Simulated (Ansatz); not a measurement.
Saddle point of Si2H6Cl2O2, closed shell (Si₂H₄Cl₂O ([OH][Si]([SiH3])([Cl])[Cl]) + H₂O → SiH₂Cl₂O₂ ([OH][Si]([OH])([Cl])[Cl]) + SiH₄; bonds formed: Si1–O7, Si2–H6; bonds broken: Si1–Si2, H6–O7), PBE0-D4/def2-TZVP structure:

Si1  (-0.323, 0.290, -0.836)
Si2  (0.363, -1.166, 1.310)
Cl3  (0.119, -0.747, -2.540)
Cl4  (-2.169, -0.668, -0.334)
O5  (-0.934, 1.810, -0.943)
H6  (1.030, 0.206, 0.342)
O7  (1.331, 0.980, -0.607)
H8  (1.710, -1.204, 1.958)
H9  (0.102, -2.491, 0.706)
H10  (-0.638, -0.792, 2.335)
H11  (-1.893, 1.851, -0.954)
H12  (1.303, 1.931, -0.436)
(Å)

Energies are electronic, without zero-point energy. Barriers and step energies count from the start structure reached by relaxing down the imaginary mode; all methods use the PBE0-D4 structures, on which another method's saddle can fall below an end. Ansatz 0.2.0; basis: def2-TZVPP, with def2-QZVPP for the basis limit; cores frozen in the correlated methods. B3LYP uses VWN-RPA correlation. Extrapolation: Hartree–Fock as exp(−7.88 √X), correlation as X^−2.97.

```tsv
method	barrier (eV)	step energy (eV)
SPW92	1.217	-0.731
PBE-D4	1.598	-0.744
BLYP-D4	1.835	-0.889
r2SCAN-D4	1.670	-0.974
B97M-V	1.823	-1.026
PBE0-D4	1.792	-0.843
B3LYP-D4	?	-0.960
r2SCAN0-D4	1.826	-1.007
BHLYP-D4	?	-1.061
CAM-B3LYP-D4	?	-1.038
wB97X-V	1.961	-0.987
wB97M-V	1.875	-1.023
B2PLYP	1.997	-1.032
PBE-QIDH	1.900	-0.975
RPA on PBE	1.962	-1.039
HF	2.802	-1.313
MP2	1.888	-1.056
CCSD	2.140	-1.061
CCSD(T)	1.992	-1.017
```

**Question.** Fill in the withheld barriers. (An estimate is asked for; the value comes from the calculation.)

**Answer.** By the calculation: B3LYP-D4 1.972; BHLYP-D4 2.207; CAM-B3LYP-D4 2.002 eV. Each is the energy of the saddle less that of the start structure, by the same method.

For comparison, the barrier by CCSD(T) at an estimated basis limit (MP2 extrapolated from triple and quadruple zeta, plus CCSD(T) − MP2 in triple zeta) is 1.969 eV.

T1 diagnostic: at most 0.013.

Labels in which every atom is bracketed show which atoms are joined, not bond orders.

For scale, one of the runs: CCSD(T)/def2-TZVPP, 314 basis functions, launched by `ansatz run in.yaml --threads 4 --pin off --events-out ev --progress --plain --max-ram 66560MiB --backend cuda --devices 0, --max-vram 37GiB`. Time: 13 s of wall clock on 4 CPU threads of an AMD EPYC 7R13 and a share of one NVIDIA H100; the host was shared. Peak host memory: 0.83 GiB.
